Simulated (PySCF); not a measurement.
hydrogen chloride (HCl), singlet, at a GFN2-xTB geometry; PySCF with CCSD(T)/def2-SVP.

PySCF was given this input:
```python
from pyscf import gto, scf, cc

mol = gto.M(
    atom='''
Cl   -0.00000000   -0.00000000   -0.07094563
H     0.00000000    0.00000000    1.20607566
''',
    basis='def2-svp',
    verbose=4,
)

mf = scf.RHF(mol)
mf.kernel()

mycc = cc.CCSD(mf, frozen=5)
mycc.kernel()
et = mycc.ccsd_t()
print('E(CCSD(T)) = %.10f' % (mycc.e_tot + et))
```

Output, abridged:

```
PySCF version 2.14.0

[INPUT] verbose = 4
[INPUT] num. atoms = 2
[INPUT] num. electrons = 18
[INPUT] charge = 0
[INPUT] spin (= nelec alpha-beta = 2S) = 0
[INPUT] symmetry False subgroup None
[INPUT] Mole.unit = angstrom
[INPUT] Symbol           X                Y                Z      unit          X                Y                Z       unit  Magmom
[INPUT]  1 Cl     0.000000000000   0.000000000000  -0.070945630000 AA    0.000000000000   0.000000000000  -0.134067810435 Bohr   0.0
[INPUT]  2 H      0.000000000000   0.000000000000   1.206075660000 AA    0.000000000000   0.000000000000   2.279152682904 Bohr   0.0

nuclear repulsion = 7.04452827535867
number of shells = 11
number of NR pGTOs = 43
number of NR cGTOs = 23
basis = def2-svp
ecp = {}

******** <class 'pyscf.scf.hf.RHF'> ********
method = RHF
initial guess = minao
damping factor = 0
level_shift factor = 0
DIIS = <class 'pyscf.scf.diis.CDIIS'>
diis_start_cycle = 1
diis_space = 8
diis_damp = 0
SCF conv_tol = 1e-09
SCF conv_tol_grad = None
SCF max_cycles = 50
direct_scf = True
direct_scf_tol = 1e-13
Set gradient conv threshold to 3.16228e-05
Initial guess from minao.
init E= -459.808385537498
  HOMO = -0.449789912876206  LUMO = 0.101741900156951  gap/eV = 15.00795
cycle= 1 E= -459.92103414649  delta_E= -0.113  |g|= 0.216  |ddm|= 0.996
  HOMO = -0.4477753610061  LUMO = 0.141351840527103  gap/eV = 16.03097
cycle= 2 E= -459.936897843503  delta_E= -0.0159  |g|= 0.0681  |ddm|= 0.293
  HOMO = -0.46515369453042  LUMO = 0.15843828677418  gap/eV = 16.96880
cycle= 3 E= -459.93814585254  delta_E= -0.00125  |g|= 0.0145  |ddm|= 0.0621
  HOMO = -0.46424222657054  LUMO = 0.162591734260736  gap/eV = 17.05702
cycle= 4 E= -459.938269351335  delta_E= -0.000123  |g|= 0.0028  |ddm|= 0.0193
  HOMO = -0.464820240301282  LUMO = 0.162460175283733  gap/eV = 17.06917
cycle= 5 E= -459.9382739439  delta_E= -4.59e-06  |g|= 0.00038  |ddm|= 0.0047
  HOMO = -0.464747842917767  LUMO = 0.162524240752532  gap/eV = 17.06894
cycle= 6 E= -459.938274011623  delta_E= -6.77e-08  |g|= 8.97e-05  |ddm|= 0.000657
  HOMO = -0.464784984897804  LUMO = 0.162514005344632  gap/eV = 17.06967
cycle= 7 E= -459.938274015672  delta_E= -4.05e-09  |g|= 8.17e-06  |ddm|= 0.000219
  HOMO = -0.464783345108117  LUMO = 0.162515604197521  gap/eV = 17.06967
cycle= 8 E= -459.938274015707  delta_E= -3.44e-11  |g|= 1.24e-06  |ddm|= 1.6e-05
  HOMO = -0.464783729777391  LUMO = 0.162515646610593  gap/eV = 17.06969
Extra cycle  E= -459.938274015708  delta_E= -1.31e-12  |g|= 3.74e-07  |ddm|= 1.93e-06
converged SCF energy = -459.938274015708

******** <class 'pyscf.cc.ccsd.CCSD'> ********
CC2 = 0
CCSD nocc = 4, nmo = 18
frozen orbitals 5
max_cycle = 50
direct = 0
conv_tol = 1e-07
conv_tol_normt = 1e-05
diis_space = 6
diis_start_cycle = 0
diis_start_energy_diff = 1e+09
Init t2, MP2 energy = -460.083247224599  E_corr(MP2) -0.144973208891214
Init E_corr(CCSD) = -0.144973208891267
cycle = 1  E_corr(CCSD) = -0.15810917491914  dE = -0.013135966  norm(t1,t2) = 0.0251191
cycle = 2  E_corr(CCSD) = -0.160652910799269  dE = -0.00254373588  norm(t1,t2) = 0.0077169
cycle = 3  E_corr(CCSD) = -0.161690631013586  dE = -0.00103772021  norm(t1,t2) = 0.00283868
cycle = 4  E_corr(CCSD) = -0.161687158712092  dE = 3.47230149e-06  norm(t1,t2) = 0.000298086
cycle = 5  E_corr(CCSD) = -0.16167720272537  dE = 9.95598672e-06  norm(t1,t2) = 5.24512e-05
cycle = 6  E_corr(CCSD) = -0.161677407483653  dE = -2.04758283e-07  norm(t1,t2) = 9.84873e-06
cycle = 7  E_corr(CCSD) = -0.161677448547448  dE = -4.10637948e-08  norm(t1,t2) = 1.90285e-06
CCSD converged
E(CCSD) = -460.0999514642554  E_corr = -0.1616774485474478
CCSD(T) correction = -0.00221979407179628
E(CCSD(T)) = -460.1021712583
```
